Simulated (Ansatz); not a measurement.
Gas-phase electronic energies from Ansatz, PBE0-D4/def2-TZVP geometries. CBS: MP2 limit from def2 TZ/QZ plus the TZ coupled-cluster correction, frozen cores. This one scheme is used for every species. Functionals use def2-TZVPP. B3LYP here is the variant with VWN-RPA as its local correlation; programs differ in this. HSE06 is defined as in plane-wave codes. def2 core potentials past Kr. For Sb outer-core shells are correlated without core-valence functions, which leaves a few kJ/mol of doubt a bond. One conformer a species, not always the lowest.

`[F][SbH][SH]` + H–F → `[F][SbH][F]` + H₂S  (ligand exchange at the Sb–S bond)

```
             level  ΔE (kJ/mol)  difference from CCSD(T)/CBS
       LDA (SPW92)          9.4                          3.8
            PBE-D4          6.2                          0.6
         revPBE-D4          6.9                          1.3
           BLYP-D4         -4.0                         -9.6
         r2SCAN-D4         -0.7                         -6.3
           PBE0-D4         10.3                          4.7
          B3LYP-D4         -0.7                         -6.3
        r2SCANh-D4          2.1                         -3.5
        r2SCAN0-D4          5.8                          0.2
          HSE06-D4         11.1                          5.5
          BHLYP-D4          0.9                         -4.7
      CAM-B3LYP-D4         -9.4                        -15.0
           ωB97X-V         -7.7                        -13.3
           ωB97M-V         -2.7                         -8.3
            B2PLYP         -3.0                         -8.6
          PBE-QIDH          9.9                          4.3
               PBE          2.1                         -3.5
            revPBE          0.1                         -5.5
              BLYP        -12.1                        -17.7
            r2SCAN         -1.5                         -7.1
              PBE0          6.8                          1.2
             B3LYP         -7.4                        -13.0
           r2SCANh          1.2                         -4.4
           r2SCAN0          4.7                         -0.9
             HSE06          7.7                          2.1
             BHLYP         -6.4                        -12.0
           LC-ωPBE         -7.8                        -13.4
RPA@PBE/def2-TZVPP         -2.7                         -8.3
       HF/def2-SVP         -2.3                         -7.9
      MP2/def2-SVP         -0.6                         -6.2
     CCSD/def2-SVP         -3.3                         -8.9
  CCSD(T)/def2-SVP         -2.2                         -7.8
     HF/def2-TZVPP        -10.3                        -15.9
    MP2/def2-TZVPP         11.1                          5.5
SCS-MP2/def2-TZVPP          1.4                         -4.2
     HF/def2-QZVPP        -15.0                        -20.6
    MP2/def2-QZVPP         10.1                          4.5
SCS-MP2/def2-QZVPP          0.6                         -5.0
     MP2/CBS(def2)         12.3                          6.7
    CCSD/CBS(def2)          3.1                         -2.5
       CCSD(T)/CBS          5.6                            0
```

Largest T1 diagnostic among the species: 0.015.

In def2-TZVPP, CCSD(T) changes the Hartree–Fock value by +14.7 kJ/mol (the triples alone add +2.5 kJ/mol) and MP2 by +21.3 kJ/mol. From r2SCAN to r2SCAN0 (25 % exact exchange), in def2-TZVPP and without D4, ΔE moves by +6.2 kJ/mol. At CCSD(T), def2-SVP lies −7.8 kJ/mol from the extrapolated value and def2-TZVPP −1.2 kJ/mol.
